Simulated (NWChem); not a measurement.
Species: AsH, triplet; SMILES [AsH]

```xyz
2

As     0.0000     0.0000    -0.0528
H      0.0000     0.0000     1.4782
```
Atoms are numbered in this order, from 1.

Structure relaxed at the PBE0-D3(BJ)/def2-TZVP, spin-unrestricted level. No stability test was run on the SCF state.

Question: List the 6 lowest vertical excitations from B3LYP/def2-SVP, spin-unrestricted, TDA (NWChem).

Answer: 
| state | energy (eV) | oscillator strength | <S²> |
|---|---|---|---|
| state 1 | 3.87 | 0.010 | 2.00 |
| state 2 | 3.87 | 0.010 | 2.00 |
| state 3 | 5.86 | 0.000 | 2.00 |
| state 4 | 5.86 | 0.000 | 2.00 |
| state 5 | 7.29 | 0.000 | 3.99 |
| state 6 | 10.01 | 0.125 | 2.00 |
